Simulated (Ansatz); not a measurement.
Input file for `BrC1(I)CO1`:

```yaml
crystal:
  periodic: [false, false, false]
  atoms:
    - {symbol: Br, position_ang: [-1.373670, -1.809291, 0.144299]}
    - {symbol: C, position_ang: [0.090520, -0.566632, 0.132225]}
    - {symbol: I, position_ang: [1.576084, -1.015723, 1.583098]}
    - {symbol: C, position_ang: [-0.138603, 0.808393, -0.282840]}
    - {symbol: O, position_ang: [0.533253, -0.170006, -1.097384]}
    - {symbol: H, position_ang: [0.499082, 1.593808, 0.109755]}
    - {symbol: H, position_ang: [-1.125367, 1.091450, -0.634753]}
basis:
  gaussian: {orbitals: def2-SVP}
correlation: {method: ccsd_t}
```

```sh
$ ansatz run in.yaml --threads 4 --pin off --events-out ev --progress --plain --max-ram 10444MiB
```

Output of Ansatz, abridged:

```
Functional definition: HF
1163 factors; integrals over basis functions are off by at most 1.1e-3 eV
mean field evaluation 1: about -82184.2990 eV, gradient 3.2e1 eV
mean field evaluation 2: about -82184.4293 eV, gradient 3.2e1 eV
mean field evaluation 4: about -82187.0295 eV, gradient 3.1e0 eV
mean field evaluation 8: about -82187.0836 eV, gradient 2.3e-1 eV
mean field -82187.08390150 eV, -3020.3196249740 hartree, gradient 2.5e-6 eV, S^2 0.000000; 0 other end points of the search recorded, 0 dependent functions left out
16 core orbitals not correlated: weight in the atoms' cores, before any rotation towards them, 1.000 or more for the frozen orbitals, at most 0.000 for the correlated occupied ones
reference -82187.08390150 eV, -3020.3196249740 hartree; 25, 25 occupied and 69, 69 virtual orbitals, 1163 factors
second order -21.96778128 eV of doubles, -0.00000000 eV of singles
cycle   1  -21.82073310 eV  change    1.5e-1 eV  update   1.1e-1
cycle   2  -22.37483813 eV  change   -5.5e-1 eV  update   3.3e-2
cycle   3  -22.49920723 eV  change   -1.2e-1 eV  update   1.7e-2
cycle   4  -22.48992399 eV  change    9.3e-3 eV  update   4.1e-3
cycle   5  -22.49096038 eV  change   -1.0e-3 eV  update   2.3e-3
cycle   6  -22.49190862 eV  change   -9.5e-4 eV  update   8.1e-4
cycle   7  -22.49138691 eV  change    5.2e-4 eV  update   3.8e-4
cycle   8  -22.49129461 eV  change    9.2e-5 eV  update   1.0e-4
cycle   9  -22.49131631 eV  change   -2.2e-5 eV  update   3.9e-5
perturbative correction -0.71126105 eV, -0.0261383613 hartree
Total energy: -82210.28647886 eV, -3021.1723039647 hartree
```

Hardware: 4 threads of an Intel Xeon Platinum 8259CL on a shared host. Wall time 9.5 s, peak host memory 0.62 GiB.

MP2 recovers 94.7 % of the CCSD(T) correlation energy and the triples give 3.1 %; T1 = 0.0096.
